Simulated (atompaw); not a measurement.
# Bi: PAW (atompaw) pseudisation with PBEsol, scalar-relativistic reference atom.

The input file (atompaw 4.2.0.5):

```
Bi 83
GGA-PBESOL scalarrelativistic loggrid 2001 logderivrange -14 5 476
6 6 5 4 0 0
6 1 3
0 0 0
c
c
c
c
v
v
c
c
c
v
v
c
c
v
c
2
2.05 1.80 1.35 1.30
n
n
y
-1.6
n
custom polynom gramschmidtortho gaussian
bessel
1.35
2.05
1.70
1.75
2.05
2.05
PWSCFOUT
UPFDX 0.0125d0 UPFXMIN -7.d0 UPFZMESH 83.d0
END
```

Command:

```bash
atompaw < Bi.input > Bi.log
```

Resulting log (summary file):

```
Completed calculations for Bi (AE)

 Exchange-correlation type: GGA, Perdew-Burke-Ernzerhof modified (PBEsol)

 Radial integration grid is logarithmic
 r0 =   8.3003918E-05 h =   6.8893252E-03   n =      2001 rmax =   8.0000000E+01

 Scalar relativistic calculation

 AEatom converged in  35 iterations
   nz     =  83.00
   delta  =       2.763954085264E-15

 All Electron Orbital energies:
  n  l      occupancy      energy
  1  0      2.0000000E+00 -6.6632342E+03
  2  0      2.0000000E+00 -1.1972118E+03
  3  0      2.0000000E+00 -2.8897874E+02
  4  0      2.0000000E+00 -6.6301285E+01
  5  0      2.0000000E+00 -1.1598593E+01
  6  0      2.0000000E+00 -1.0683184E+00
  2  1      6.0000000E+00 -1.0239933E+03
  3  1      6.0000000E+00 -2.3950830E+02
  4  1      6.0000000E+00 -5.0095773E+01
  5  1      6.0000000E+00 -7.0429552E+00
  6  1      3.0000000E+00 -3.3791162E-01
  3  2      1.0000000E+01 -1.8987037E+02
  4  2      1.0000000E+01 -3.1594851E+01
  5  2      1.0000000E+01 -1.9889221E+00
  4  3      1.4000000E+01 -1.1218333E+01

 Total energy
   Total                    :   -43050.13985397209035

 ---
 Completed calculations for Bi (SC)

 Exchange-correlation type: GGA, Perdew-Burke-Ernzerhof modified (PBEsol)

 Radial integration grid is logarithmic
 r0 =   8.3003918E-05 h =   6.8893252E-03   n =      2001 rmax =   8.0000000E+01

 Scalar relativistic calculation

 SCatom converged in   4 iterations
   nz     =  83.00
   delta  =       1.239353760286E-16

 Valence Electron Orbital energies:
  n  l      occupancy      energy
   5  0      2.0000000E+00 -1.1598592E+01
   6  0      2.0000000E+00 -1.0683184E+00
   5  1      6.0000000E+00 -7.0429552E+00
   6  1      3.0000000E+00 -3.3791162E-01
   5  2      1.0000000E+01 -1.9889221E+00

 Total energy
   Total                    :   -43050.13985393875191
   Valence                  :    -1162.18025241903342

 PAW parameters:
       lmax =            2
         rc =    2.0621636281293418
        irc =         1470
   rc_shape =    1.8091424137716405
    rc_vloc =    1.3545724560413714
    rc_core =    1.3087036935040421
   Vloc: truncated form - Vps(r)=A.sin(qr)/r for r<rc
   Projector type: polynomial pseudization + Gram-Schmidt ortho.
   Gaussian compensation charge shape with gausstol =   1.0000E-04

 Number of basis functions     6
 No.   n  nodes  l      Energy         Cp coeff         Occ
  1    5    4    0   -0.1159859E+02  0.1000000E+01  0.2000000E+01
  2    6    5    0   -0.1068318E+01  0.5781471E+00  0.2000000E+01
  3    5    3    1   -0.7042955E+01  0.1000000E+01  0.6000000E+01
  4    6    4    1   -0.3379116E+00  0.7622983E+00  0.3000000E+01
  5    5    2    2   -0.1988922E+01  0.1000000E+01  0.1000000E+02
  6  999    3    2   -0.1600000E+01  0.5489603E-02  0.0000000E+00

 Eigenvalues of overlap operator (in the basis of projectors):
    1        8.93977140E-02
    2        2.50703848E-01
    3        1.81471144E+00
    4        3.49206199E+00
    5        7.55758444E+00
    6        6.69366453E+01

 Orbital leakage outside PAW augmentation regions
   orb  is_core?  %out_of_sphere
   1 0    T           0.00
   2 0    T           0.00
   3 0    T          -0.00
   4 0    T           0.00
   5 0    F           0.05
   6 0    F          51.23
   2 1    T           0.00
   3 1    T           0.00
   4 1    T           0.00
   5 1    F           0.39
   6 1    F          81.20
   3 2    T          -0.00
   4 2    T           0.00
   5 2    F           5.89
   4 3    T           0.00

 Summary of PAW energies
   Total valence energy     :  -1162.18020010452710
   Smooth energy            :    179.08665434155583
   One center               :  -1341.26685444608302
   Smooth kinetic           :     65.45810166052624
   Vloc energy              :     38.60569001177996
   Smooth exch-corr         :    -22.35369176762304
   One-center xc            :   -755.37095468789255
```

The run took about 13 s on one core of a shared server CPU.
